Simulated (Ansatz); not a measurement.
Task: Name a neutral molecule of C, F and H with zero-point energy (PBE0-D4/def2-TZVP) between 200 and 216 kJ/mol and size of the dipole moment (B3LYP/def2-TZVPP) between 1.10 and 1.40 D (Ansatz, PBE0-D4/def2-TZVP geometry).

Result: `FC(F)C(F)(F)CC(F)(F)F` (208.1 kJ/mol, 1.25 D); `C=CC(=C)F` (204.3 kJ/mol, 1.35 D); `FC(F)[C@H](F)[C@@H](F)C(F)(F)F` (209.1 kJ/mol, 1.31 D); `FC(F)CC(F)(F)C(F)(F)F` (207.8 kJ/mol, 1.15 D). Other molecules can fit too; these were computed, each in one conformer that needn't be the lowest.

B3LYP here is the variant with VWN-RPA as its local correlation; programs differ in this.
